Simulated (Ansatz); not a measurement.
Consider the formal hydrolysis of the Si–Br bond: `[SiH3]O[Si]Br` + H₂O → `O[Si]O[SiH3]` + HBr.

Computed with Ansatz on PBE0-D4/def2-TZVP structures; ΔE is electronic, products minus reactants. CCSD(T)/CBS is the MP2 limit (def2-TZVPP, def2-QZVPP) plus CCSD(T) − MP2 in def2-TZVPP, frozen cores. This one scheme is used for every species. Functionals use def2-TZVPP. B3LYP here is the variant with VWN-RPA as its local correlation; programs differ in this. HSE06 is defined as in plane-wave codes. For Br outer-core shells are correlated without core-valence functions, which leaves a few kJ/mol of doubt a bond. Scalar relativity is left out up to krypton. One conformer a species, not always the lowest.

| level | ΔE (kcal/mol) | difference from CCSD(T)/CBS |
| --- | --- | --- |
| LDA (SPW92) | -1.7 | -1.3 |
| PBE-D4 | 0.9 | 1.3 |
| BLYP-D4 | -0.5 | -0.1 |
| r2SCAN-D4 | -1.0 | -0.6 |
| B97M-V | -2.7 | -2.3 |
| PBE0-D4 | 0.6 | 1.0 |
| B3LYP-D4 | -0.8 | -0.4 |
| r2SCANh-D4 | -0.9 | -0.5 |
| r2SCAN0-D4 | -0.8 | -0.4 |
| HSE06-D4 | 0.7 | 1.1 |
| BHLYP-D4 | -1.0 | -0.6 |
| CAM-B3LYP-D4 | -3.4 | -3.0 |
| ωB97X-V | -2.4 | -2.0 |
| ωB97M-V | -1.6 | -1.2 |
| B2PLYP | -2.3 | -1.9 |
| PBE-QIDH | -0.8 | -0.4 |
| PBE | -0.1 | 0.3 |
| revPBE | 0.2 | 0.6 |
| BLYP | -2.3 | -1.9 |
| r2SCAN | -1.2 | -0.8 |
| PBE0 | -0.3 | 0.1 |
| B3LYP | -2.4 | -2.0 |
| r2SCANh | -1.1 | -0.7 |
| HSE06 | -0.1 | 0.3 |
| BHLYP | -2.9 | -2.5 |
| CAM-B3LYP | -4.3 | -3.9 |
| LC-ωPBE | -3.1 | -2.7 |
| RPA@PBE/def2-TZVPP | -2.9 | -2.5 |
| MP2/def2-SVP | -2.3 | -1.9 |
| CCSD/def2-SVP | -2.9 | -2.5 |
| HF/def2-TZVPP | -3.2 | -2.8 |
| MP2/def2-TZVPP | -1.3 | -0.9 |
| SCS-MP2/def2-TZVPP | -2.4 | -2.0 |
| CCSD(T)/def2-TZVPP | -2.3 | -1.9 |
| HF/def2-QZVPP | -3.5 | -3.1 |
| MP2/def2-QZVPP | -0.4 | 0.0 |
| SCS-MP2/def2-QZVPP | -1.6 | -1.2 |
| HF/CBS(def2) | -3.6 | -3.2 |
| MP2/CBS(def2) | 0.6 | 1.0 |
| CCSD/CBS(def2) | -0.9 | -0.5 |
| CCSD(T)/CBS | -0.4 | 0 |

Largest T1 diagnostic among the species: 0.014.

In def2-TZVPP, CCSD(T) changes the Hartree–Fock value by +1.0 kcal/mol (the triples alone add +0.5 kcal/mol) and MP2 by +1.9 kcal/mol. Leaving LDA and LC-ωPBE aside and taking each functional with its dispersion term where it has one, the values, not all of them listed here, spread over 4.7 kcal/mol, from CAM-B3LYP-D4 to revPBE-D4. LDA lies −1.6 kcal/mol from PBE without D4.
